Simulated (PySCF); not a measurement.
Potential energy of AgI along the bond

Set-up: PySCF, scalar-relativistic core potentials, basis sets Ag cc-pVTZ-PP with ECP28, I cc-pVTZ-PP with ECP28. Energies in eV from Ag (4d10 5s1) + I in their ground configurations at the same level. State: ¹Σ⁺ (singlet), closed shell.

| R (Å) | PBE0 |
| --- | --- |
| 2.208 | -1.664 |
| 2.310 | -2.200 |
| 2.413 | -2.481 |
| 2.490 | -2.575 |
| 2.567 | -2.600 |
| 2.644 | -2.572 |
| 2.747 | -2.480 |
| 2.875 | -2.306 |
| 3.029 | -2.054 |
| 3.234 | -1.695 |

Problem. Put a parabola through the three lowest points of the PBE0 curve and estimate Re, k and ωe (reduced mass 58.02 u; 1 eV/Å² = 0.16022 mdyn/Å; ωe = 1302.8·√(k/μ) cm⁻¹).

Solution. Through R = 2.49, 2.567, 2.644 Å the second-order coefficient is 4.47 eV/Å², so Re ≈ 2.565 Å, k ≈ 1.43 mdyn/Å and ωe ≈ 205 cm⁻¹. A polynomial fit of higher order to the unrounded PBE0 energies gives Re = 2.561 Å, k = 1.42 mdyn/Å, ωe = 204 cm⁻¹; anharmonicity and rounding make the difference.

The higher-order fit for each curve: PBE0: Re = 2.561 Å, ωe = 204 cm⁻¹, De = 2.60 eV.

Spin–orbit coupling is left out, which matters for elements this heavy, above all for dissociation energies.
